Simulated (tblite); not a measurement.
Compound: C6H6N (doublet state).
Atom-mapped SMILES: `[N:1]#[C:2]/[C:3]=[CH:4]\[CH:5]1[CH2:6][CH2:7]1` (hydrogens: H8 on C4; H9 on C5; H10, H11 on C6; H12, H13 on C7)

Cartesian coordinates in Å at the GFN2-xTB level; atoms count from 1:
```xyz
13
C6H6N angstrom
N      4.3140    0.2793   -1.0120
C      3.2334    0.0167   -0.6470
C      2.0251   -0.2948   -0.2256
C      0.8014   -0.5201    0.1516
C     -0.3486    0.3523   -0.1430
C     -1.6966   -0.2823   -0.3803
C     -1.4495    0.4716    0.8816
H      0.5676   -1.4109    0.7311
H     -0.1027    1.2355   -0.7184
H     -2.3282    0.1580   -1.1359
H     -1.7643   -1.3587   -0.3299
H     -1.9087    1.4395    1.0093
H     -1.3475   -0.0856    1.8007
```

Computed values, GFN2-xTB/tblite, gas phase, harmonic and unscaled. Against measured fundamentals such values can be off by several per cent, at times by over 20. One conformer, not necessarily the lowest. Open shells enter through the occupations alone, without spin polarisation, and single modes of such species can be off by tens of per cent.

Harmonic wavenumbers (cm⁻¹): 51.9, 57.4, 195.7, 291.4, 338.1, 354.9, 413.6, 499.8, 751.1, 785.8, 843.1, 865.7, 942.3, 960.1, 1016.8, 1065.6, 1067.9, 1091.0, 1150.4, 1154.4, 1213.5, 1250.3, 1369.1, 1435.2, 1479.9, 1851.8, 2147.9, 2950.9, 3061.6, 3092.0, 3092.6, 3100.2, 3116.5.

A = 13605, B = 1064, C = 1059 MHz; mass 92.050 u (most abundant isotopes); point group Cs, symmetry number 1; spin multiplicity 2.

Question: What is the zero-point energy?

Answer: Half the sum of the wavenumbers: 21529 cm⁻¹ = 257.55 kJ/mol.

Question: What is S at 350 K and 1 bar for an ideal gas of classical rigid rotors and harmonic oscillators?

Answer: Translation 168.59, rotation 116.81, vibration 91.10, spin (R ln 2) 5.76: S = 382.3 J/(mol K).

Question: And Cp and H(350 K) − H(0)?

Answer: Cp = 128.33 J/(mol K), of which vibrations give 95.07 (their classical limit is 33 R = 274.4); H(350 K) − H(0) = 28.01 kJ/mol without the zero-point energy, 16.37 from vibrations.

Question: Blend soft modes into free rotors: weight 1/[1 + (100 cm⁻¹/ν̃)⁴] for the oscillator and the rest for a rotor with moment μB/(μ + B), μ = h/(8π²ν), B = 10⁻⁴⁴ kg m². What vibrational entropy results?

Answer: 80.77 J/(mol K) in place of 91.10, which changes −T·S at 350 K by +3.61 kJ/mol.

Question: What must be added to the electronic energy to get the Gibbs energy at 350 K and 1 bar?

Answer: ZPE + [H(350 K) − H(0)] − T·S = 257.55 + 28.01 − 133.79 = 151.77 kJ/mol.

Question: How do the functions run with temperature in this model?

Answer: 
```
 T (K)  S (J/(mol K))  Cp (J/(mol K))  H − H(0) (kJ/mol)  G − H(0) (kJ/mol)  ln q(vib)
    50          237.4            48.0               2.02              -9.86       0.47
   100          274.1            59.8               4.70             -22.72       1.31
298.15          362.9           113.5              21.74             -86.46       4.50
373.15          390.7           134.7              31.05            -114.73       5.70
   500          434.6           165.5              50.17            -167.11       7.75
   750          510.3           207.7              97.25            -285.51      11.72
  1000          574.1           234.8             152.79            -421.28      15.45
```

q(vib) and H(0) count from the zero-point level.

Question: Which modes carry the vibrational entropy at 350 K?

Answer: 51.9 cm⁻¹: 21.17; 57.4 cm⁻¹: 20.34; 195.7 cm⁻¹: 10.34; 291.4 cm⁻¹: 7.29; 338.1 cm⁻¹: 6.22; 354.9 cm⁻¹: 5.87 J/(mol K); the other 27 give 19.85 together.

Hindered rotation and anharmonicity are outside this model. Other conformers, if any are populated, would add a mixing term that is left out.
